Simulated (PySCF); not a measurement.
**TDDFT excited states: C4H6ClFSi**

Species: C4H6ClFSi.
Z-matrix (Å and degrees, GFN2-xTB geometry), rows numbered from 1:
```
F 
C   1  1.3747
C   2  1.5116  1  110.96
Cl  3  1.8017  2  109.15  1   -81.35
C   3  1.5015  2  114.77  1   154.32
C   5  1.3359  3  105.04  2  -120.70
Si  6  1.8946  5   95.49  3    -0.52
H   2  1.0961  1  106.32  3   119.13
H   2  1.0954  1  106.81  3  -123.31
H   5  1.0788  3  124.91  2    60.35
H   6  1.0777  5  126.60  3   179.80
H   7  1.4579  3  115.26  2     4.33
H   7  1.4553  3  112.91  2  -129.91
```

Level of theory: TDDFT PBE0/def2-SVPD, vertical, gas phase, core orbitals frozen in the response in PySCF 2.14.0, density-fitted response routines.

```
state  E (eV)  λ (nm)  ν̃ (cm⁻¹)       f  main configurations (H = HOMO, L = LUMO)
   S1    5.58   222.1      45020  0.0016                                 H→L (94%)
   S2    6.13   202.3      49430   0.011                  H-1→L (52%), H-2→L (36%)
   S3    6.44   192.4      51960   0.011                  H→L+1 (78%), H-2→L (14%)
   S4    6.69   185.4      53930   0.027     H-3→L (52%), H-1→L (18%), H-4→L (10%)
   S5    6.79   182.6      54770   0.018                H-1→L+1 (70%), H→L+2 (14%)
   S6    6.85   180.9      55280   0.019   H→L+2 (63%), H-1→L+1 (12%), H→L+3 (10%)
   S7    6.94   178.6      56000   0.147     H-2→L (34%), H-3→L (21%), H-1→L (17%)
   S8    7.11   174.3      57380   0.015                             H-2→L+1 (79%)
```

Triplets, Tamm–Dancoff:

```json
{"state": "T1", "E (eV)": "4.27", "λ (nm)": "290.4", "main configurations (H = HOMO, L = LUMO)": "H-1→L (51%), H-2→L (23%), H→L (18%)"}
{"state": "T2", "E (eV)": "5.35", "λ (nm)": "231.6", "main configurations (H = HOMO, L = LUMO)": "H→L (68%), H-1→L (19%)"}
{"state": "T3", "E (eV)": "5.72", "λ (nm)": "216.8", "main configurations (H = HOMO, L = LUMO)": "H-2→L (53%), H-3→L (19%), H-1→L (15%)"}
```

The lowest singlet comes at 222 nm (539 kJ/mol) in the ultraviolet; it is very weak; its leading configuration is HOMO→LUMO (94%). The strongest level in the table is S7 at 6.94 eV (179 nm, f = 0.147). Löwdin shares by element: HOMO chlorine 45%, carbon 26% or more, silicon 12% (atoms not listed hold the other 17%); LUMO carbon 63% or more, chlorine 8%, silicon 8% (atoms not listed hold the other 21%). Of the 8 states listed, 7 reach f = 0.01 and none stays under 0.0005. The oscillator strengths of these states sum to 0.249; summed over the whole spectrum of an exact calculation they would give the number of electrons, 70 (Thomas–Reiche–Kuhn). Orbital energies (eV): HOMO-3 -9.24, HOMO-2 -8.62, HOMO-1 -8.25, HOMO -7.87, LUMO -0.91, LUMO+1 -0.28, LUMO+2 0.45. Only the lowest 8 singlets were computed, as vertical energies without vibronic structure.

On an Arm Neoverse N1 with one thread, shared host with 64 logical CPUs at a one-minute load of 61, this took 64 s wall and 0.82 GiB of memory at its peak.

One conformer stands for the species.
